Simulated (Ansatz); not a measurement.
Reaction (redistribution): `[OH][Ga]([F])[Br]` + `CO[SiH](F)C#N` → `C[O][Ga]([OH])[Br]` + `N#C[SiH](F)F`

Computed with Ansatz on PBE0-D4/def2-TZVP structures; ΔE is electronic, products minus reactants. CBS: MP2 limit from def2 TZ/QZ plus the TZ coupled-cluster correction, frozen cores. This one scheme is used for every species. DFT in def2-TZVPP. B3LYP here is the variant with VWN-RPA as its local correlation; programs differ in this. HSE06 is defined as in plane-wave codes. For Br, Ga outer-core shells are correlated without core-valence functions, which leaves a few kJ/mol of doubt a bond. Scalar relativity is left out up to krypton. One conformer a species, not always the lowest.

`[OH][Ga]([F])[Br]`:

Cartesian coordinates in Å:
```
O 0.730 1.174 -0.295
Ga -0.038 -0.282 0.334
F 0.427 -0.777 1.930
Br -1.558 -1.517 -0.787
H 0.439 1.403 -1.182
```

`CO[SiH](F)C#N`:

```xyz
10

C     0.748    0.815   -1.122
O    -0.162    1.010   -0.052
Si   -0.530   -0.016    1.128
F     0.676   -0.260    2.127
C    -0.877   -1.678    0.386
N    -1.108   -2.689   -0.114
H     0.551    1.582   -1.870
H     0.615   -0.170   -1.578
H     1.777    0.914   -0.770
H    -1.690    0.493    1.865
```

`C[O][Ga]([OH])[Br]`:

Cartesian coordinates in Å:
```
C 0.123 0.163 1.581
O 0.669 0.089 0.284
Ga -0.281 -0.140 -1.188
O 0.555 -0.211 -2.744
Br -2.535 -0.343 -1.111
H 0.555 -0.627 2.204
H 0.374 1.130 2.029
H -0.967 0.052 1.596
H 1.507 -0.113 -2.651
```

`N#C[SiH](F)F`:

Cartesian coordinates in Å:
```
N 1.632 -1.461 1.057
C 0.848 -0.779 0.561
Si -0.342 0.361 -0.253
F -1.386 0.809 0.837
F -1.087 -0.455 -1.374
H 0.335 1.526 -0.827
```

```json
{"level": "PBE-D4", "ΔE (kJ/mol)": "0.8", "difference from CCSD(T)/CBS": "6.0"}
{"level": "B97M-V", "ΔE (kJ/mol)": "0.1", "difference from CCSD(T)/CBS": "5.3"}
{"level": "HSE06-D4", "ΔE (kJ/mol)": "1.8", "difference from CCSD(T)/CBS": "7.0"}
{"level": "CAM-B3LYP-D4", "ΔE (kJ/mol)": "2.2", "difference from CCSD(T)/CBS": "7.4"}
{"level": "ωB97X-V", "ΔE (kJ/mol)": "3.4", "difference from CCSD(T)/CBS": "8.6"}
{"level": "BLYP", "ΔE (kJ/mol)": "1.1", "difference from CCSD(T)/CBS": "6.3"}
{"level": "B3LYP", "ΔE (kJ/mol)": "1.9", "difference from CCSD(T)/CBS": "7.1"}
{"level": "CCSD/def2-SVP", "ΔE (kJ/mol)": "7.0", "difference from CCSD(T)/CBS": "12.2"}
{"level": "CCSD/def2-TZVPP", "ΔE (kJ/mol)": "-2.3", "difference from CCSD(T)/CBS": "2.9"}
{"level": "SCS-MP2/def2-QZVPP", "ΔE (kJ/mol)": "-3.3", "difference from CCSD(T)/CBS": "1.9"}
{"level": "CCSD(T)/CBS", "ΔE (kJ/mol)": "-5.2", "difference from CCSD(T)/CBS": "0"}
```

Largest T1 diagnostic among the species: 0.013.

Leaving LDA and LC-ωPBE aside and taking each functional with its dispersion term where it has one, the values, not all of them listed here, spread over 3.6 kJ/mol, from B2PLYP to ωB97X-V. In def2-TZVPP, CCSD(T) changes the Hartree–Fock value by −9.8 kJ/mol (the triples alone add −0.9 kJ/mol) and MP2 by −10.5 kJ/mol. At CCSD(T), def2-SVP lies +11.1 kJ/mol from the extrapolated value and def2-TZVPP +1.9 kJ/mol.
